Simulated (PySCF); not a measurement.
A structure optimised at ωB97X-D3(BJ)/def2-SVP, used in a PySCF frequency run:

```
C
F 1 1.3813
H 1 1.1052 2 107.20
C 1 1.5416 3 110.23 2 -124.57
H 4 1.0982 1 116.72 3 33.93
H 4 1.1032 5 109.20 1 -123.46
C 1 1.5416 3 110.23 2 124.57
H 7 1.0982 1 116.72 3 -33.93
H 7 1.1032 8 109.20 1 123.46
Si 4 1.8982 5 124.45 6 -131.17
H 10 1.4893 4 118.73 5 104.54
H 10 1.4904 11 109.49 4 134.31
```
Charge 0, spin multiplicity 1.

Task: Write its SMILES, formula and point group.

Result: FC1C[SiH2]C1, C₃H₇FSi, Cs

Task: What are its rotational constants (standard atomic weights)?

Result: 8.7630, 2.8141, 2.3383 GHz
